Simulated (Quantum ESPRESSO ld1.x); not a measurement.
Input (ld1.x (Quantum ESPRESSO 7.5)):

```
 &input
    atom='Al',
    iswitch=1,
    rel=1,
    lsd=1,
    dft='PZ',
    config='[Ne] 3p3',
    verbosity='high',
    prefix='ld1',
    max_out_wfc=37,
    file_charge='ld1.rho',
 /
```

Command: `OMP_NUM_THREADS=1 ld1.x < ld1.in > ld1.out`

It prints:

```
     Program LD1 v.7.5 starts

     --------------------------- All-electron run ----------------------------

     scalar relativistic calculation

     atomic number is 13.00
     dft =PZ   lsd =1 sic =0 latt =0  beta=0.20 tr2=1.0E-14
     Exchange-correlation= PZ
                           (   1   1   0   0   0   0   0)
     mesh =1897 r(mesh) =  99.78827 a.u. xmin = -8.00 dx = 0.00800
     1 Ry =  13.60569312 eV, c = 137.03599908

     n l     nl                  e(Ry)          e(Ha)          e(eV)
     1 0     1S 1( 1.00)    -110.779101562     -55.389550781  -1507.2264603
     2 0     2S 1( 1.00)      -8.117313571      -4.058656786   -110.4416774
     2 1     2P 1( 3.00)      -5.340091915      -2.670045957    -72.6556518
     3 1     3P 1( 3.00)      -0.328148719      -0.164074360     -4.4646908
     1 0     1S 2( 1.00)    -110.764335629     -55.382167815  -1507.0255595
     2 0     2S 2( 1.00)      -8.098451772      -4.049225886   -110.1850496
     2 1     2P 2( 3.00)      -5.315785848      -2.657892924    -72.3249510
     3 1     3P 2( 0.00)      -0.125966321      -0.062983160     -1.7138591

     final scf error:  6.7E-15 reached in  22 iterations

     Etot =    -482.869624 Ry,    -241.434812 Ha,   -6569.775928 eV
     Total magnetization:    3.00 Bohr mag.

     Ekin =     483.274470 Ry,     241.637235 Ha,    6575.284127 eV
     Encl =   -1154.607226 Ry,    -577.303613 Ha,  -15709.231589 eV
     Eh   =     223.385396 Ry,     111.692698 Ha,    3039.313149 eV
     Exc  =     -34.922265 Ry,     -17.461132 Ha,    -475.141614 eV

     normalization and overlap integrals

     s(1S/1S) =  1.000000  <r> =   0.1206  <r2> =    0.0196  r(max) =   0.0788
     s(1S/2S) = -0.000654
     s(2S/2S) =  1.000000  <r> =   0.6289  <r2> =    0.4746  r(max) =   0.4961
     s(2P/2P) =  1.000000  <r> =   0.6042  <r2> =    0.4648  r(max) =   0.4262
     s(2P/3P) = -0.000058
     s(3P/3P) =  1.000000  <r> =   3.0739  <r2> =   11.1787  r(max) =   2.4770
     s(1S/1S) =  1.000000  <r> =   0.1206  <r2> =    0.0196  r(max) =   0.0788
     s(1S/2S) = -0.000655
     s(2S/2S) =  1.000000  <r> =   0.6280  <r2> =    0.4728  r(max) =   0.5001
     s(2P/2P) =  1.000000  <r> =   0.6024  <r2> =    0.4607  r(max) =   0.4262
     s(2P/3P) = -0.000050
     s(3P/3P) =  1.000000  <r> =   3.7061  <r2> =   17.1625  r(max) =   2.5781

     ------------------------ End of All-electron run ------------------------
```

Run on one thread of a shared host, so times are rough (Intel(R) Xeon(R) Processor @ 2.60GHz): 0.39 s of CPU time, 1.4 s wall, 22 iterations on 1897 mesh points.
